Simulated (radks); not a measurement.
Problem. These are the eigenvalues of the occupied orbitals of an atom or ion with whole-number occupations (eV). Method: scalar-relativistic Kohn-Sham, SCAN, spin-polarised, spherical densities, finite nucleus; meta-GGA in the generalised Kohn-Sham scheme; Fermi nuclear charge, rms radius of each element as measured or else 0.836 A^(1/3) + 0.57 fm; computed with a radial shooting solver on a logarithmic mesh with Libxc functionals.

1s up: -46127.40
1s down: -46124.46
2s up: -9621.609
2s down: -9619.808
2p up: -8891.971
2p down: -8888.926
3s up: -3704.236
3s down: -3694.636
3p up: -3475.217
3p down: -3465.439

Which element is it, and in what charge state? The configuration may be excited. Open shells, if any, are filled with parallel spins first.

Solution. Z = 60, neodymium, charge +43: Nd43+ in [Ne] 3s2 3p5. The list shows which subshells hold electrons but not how many an open one holds; the 1s level, -1695.2 hartree, gives Z - s = 58.2 by -(Z - s)^2/2, which with screening and relativity narrows Z to a few neighbours, and the depths of the outer levels then fix element, charge and occupations together.
